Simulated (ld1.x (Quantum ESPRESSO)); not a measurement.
**gold, ultrasoft: configuration errors across variants**

ld1.x (Quantum ESPRESSO) 7.5 input, shortened:

```
&input
   title='Au', zed=79., rel=1, dft='BP', iswitch=3,
   config='[Xe] 4f14 5d9 6s2 6p0'
 /
 &inputp
   pseudotype=3, tm=.true., lloc=-1, rcloc=1.85,
   nlcc=.false.,
   which_augfun='PSQ', rmatch_augfun=1.25
 /
6
6S  1  0   2.00   0.00  2.00  2.60  0.0
6S  1  0   0.00   0.75  2.00  2.60  0.0
6P  2  1   0.00   0.00  2.60  2.95  0.0
6P  2  1   0.00   2.70  2.60  2.95  0.0
5D  3  2   9.00   0.00  1.25  1.55  0.0
5D  3  2   0.00   0.65  1.25  1.55  0.0
 &test
   configts(1)='5d9 6s2 6p0'
 /
```

All-electron excitation energies from the reference (eV): (1) 5d10 6s1 6p0 -1.643; (2) 5d10 6s0 6p0 7.934; (3) 5d9 6s0 6p0 29.264; (4) 5d7 6s0 6p0 111.068; (5) 5d8 6s0 6p0 63.253; (6) 5d9 6s1 6p1 5.865; (7) 5d10 6s0.5 6p0 2.219.

1 further variants failed, have other tests or too few solved ones, and are left out.

A true bound ghost makes a file unfit for plane-wave use even where its test errors are small: the radial tests pick states by their node count and pass the ghost by.

Errors AE − PS in meV (a dash: test not solved or not reliable):

| change | (1) | (2) | (3) | (4) | (5) | (6) | (7) | bound ghosts |
| --- | --- | --- | --- | --- | --- | --- | --- | --- |
| base | +4.3 | +67 | +95 | -88 | +63 | +8.6 | +23 | s |
| waves 6s (bound): rcut 2.00, rcutus 2.26 bohr; 6s channel at 0.75 Ry: rcut 2.00, rcutus 2.26 bohr | +5.9 | +65 | +93 | -90 | +61 | +8.4 | +25 | s |
| waves 6s (bound): rcut 2.00, rcutus 2.52 bohr; 6s channel at 0.75 Ry: rcut 2.00, rcutus 2.52 bohr | +4.4 | +66 | +95 | -88 | +63 | +8.5 | +23 | s |
| waves 6s (bound): rcut 2.00, rcutus 2.92 bohr; 6s channel at 0.75 Ry: rcut 2.00, rcutus 2.92 bohr | +4.3 | +68 | +96 | -87 | +65 | +8.7 | +23 | s |
| waves 6s (bound): rcut 2.00, rcutus 3.72 bohr; 6s channel at 0.75 Ry: rcut 2.00, rcutus 3.72 bohr | +5.9 | +68 | +96 | -87 | +65 | +8.7 | +25 | s |

(1) Give the same row for: waves 6s (bound): rcut 2.00, rcutus 3.52 bohr; 6s channel at 0.75 Ry: rcut 2.00, rcutus 3.52 bohr.

## Answers

(1) +5.3, +68, +96, -87, +65, +8.6, +24; bound ghosts: s.
